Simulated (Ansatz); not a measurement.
`CCC[SiH2]O`, relaxed with RKS PBE0-D4/def2-TZVP in Ansatz from a PBE-D4/def2-SVP geometry. The force threshold is 0.005 eV/Å; the program also tests the step.

Total charge 0; spin multiplicity 1.

Start:

```xyz
15

C    -1.466    0.499   -0.910
C    -0.059    1.036   -0.631
C     0.490    0.675    0.762
Si    0.781   -1.173    1.064
O     1.662   -1.870   -0.200
H    -1.505   -0.610   -0.877
H    -1.830    0.812   -1.910
H    -2.194    0.869   -0.158
H    -0.059    2.141   -0.755
H     0.645    0.653   -1.404
H    -0.187    1.055    1.561
H     1.468    1.179    0.925
H     1.628   -1.358    2.290
H    -0.531   -1.900    1.262
H     1.157   -2.008   -1.020
```

**Question.** By how much does the energy fall, and how many steps does the optimiser take? (Estimate.)

**Answer.** Computed: 7.20 kJ/mol, in 9 steps.

**Question.** Which bonds change most? (Estimate.)

**Answer.** The calculation gave: Si4–O5 from 1.691 to 1.654 Å; C3–Si4 from 1.895 to 1.872 Å; Si4–H14 from 1.512 to 1.492 Å; C2–H10 from 1.113 to 1.096 Å.

**Question.** Give the relaxed structure. (An estimate is asked.)

**Answer.** Ansatz gave: 
```xyz
15

C    -1.464    0.501   -0.887
C    -0.065    1.038   -0.634
C     0.498    0.668    0.739
Si    0.770   -1.160    1.041
O     1.668   -1.855   -0.161
H    -1.495   -0.592   -0.858
H    -1.839    0.816   -1.863
H    -2.165    0.861   -0.128
H    -0.076    2.128   -0.739
H     0.615    0.674   -1.413
H    -0.160    1.045    1.533
H     1.465    1.162    0.890
H     1.554   -1.347    2.287
H    -0.533   -1.874    1.177
H     1.226   -2.062   -0.984
```
